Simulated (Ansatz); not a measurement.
Input and output for H$_{3}$O$_{3}$Y (`[OH][Y]([OH])[OH]`).

```yaml
crystal:
  periodic: [false, false, false]
  atoms:
    - {symbol: O, position_ang: [-1.323165, -0.558534, 1.483788]}
    - {symbol: Y, position_ang: [0.009011, 0.048257, -0.082842]}
    - {symbol: O, position_ang: [1.830085, 1.086069, 0.511484]}
    - {symbol: O, position_ang: [-0.587845, -0.308706, -1.995402]}
    - {symbol: H, position_ang: [-1.948613, -0.754086, 2.228057]}
    - {symbol: H, position_ang: [2.618678, 1.156193, 0.863772]}
    - {symbol: H, position_ang: [-0.732588, -0.501580, -2.906830]}
basis:
  gaussian: {orbitals: STO-3G}
hamiltonian: {xc: {name: r2SCAN0}}
```

```sh
$ ansatz run in.yaml --threads 4 --pin off --events-out ev --progress --plain --max-ram 10444MiB
```

Output, abridged:

```
Functional definition: r2SCAN0
576 factors; integrals over basis functions are off by at most 1.1e-4 eV
mean field evaluation 1: about -95878.6538 eV, gradient 2.9e1 eV
mean field evaluation 2: about -95874.3278 eV, gradient 5.0e1 eV
mean field evaluation 4: about -95881.4102 eV, gradient 2.4e0 eV
mean field evaluation 8: about -95881.3922 eV, gradient 3.0e-2 eV
mean field -95881.39220582 eV, -3523.5761728220 hartree, gradient 2.8e-5 eV, S^2 0.000000; 0 other end points of the search recorded, 0 dependent functions left out
reference -95881.39221393 eV, -3523.5761731202 hartree; 33, 33 occupied and 12, 12 virtual orbitals, 576 factors
Total energy: -95881.39221393 eV, -3523.5761731202 hartree
```

Hardware: 4 threads of an Arm Neoverse V1 on a shared host. Wall time 1.1 s, peak host memory 0.36 GiB.
